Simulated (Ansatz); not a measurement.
```yaml
crystal:
  periodic: [true, true, true]
  atoms:
    - {symbol: O, position_ang: [1.000061, 1.314706, 1.197465]}
    - {symbol: Sn, position_ang: [-0.047937, 0.108341, -0.081519]}
    - {symbol: F, position_ang: [1.414033, -0.985262, -1.053212]}
    - {symbol: Cl, position_ang: [-1.022744, -1.447102, 1.256094]}
    - {symbol: H, position_ang: [-1.069681, 0.975955, -1.171713]}
basis:
  gaussian: {orbitals: x2c-TZVPPall}
magnetization: {spin_polarized: true, initial_magnetization: 1}
hamiltonian: {xc: {name: HSE06}, dispersion: d3bjatm}
accuracy: high
```

```sh
$ ansatz run in.yaml --threads 4 --pin off --events-out ev --progress --plain --max-ram 10444MiB
```

How does Ansatz answer? (An estimate is asked.)

The calculation gave: The program refused the input.
```
Error: YAML parse error: error: line 2 column 3: crystal: missing field `lattice` (a structure is typed as `lattice` and `atoms`, a molecule's as `atoms` in Å alone, or read from a run's directory, `checkpoint`)
 --> <input>:2:3
1 | crystal:
2 |   periodic: [true, true, true]
3 |   atoms:
4 |     - {symbol: O, position_ang: [1.000061, 1.314706, 1.197465]}
```

HSE06 is defined as in plane-wave codes.
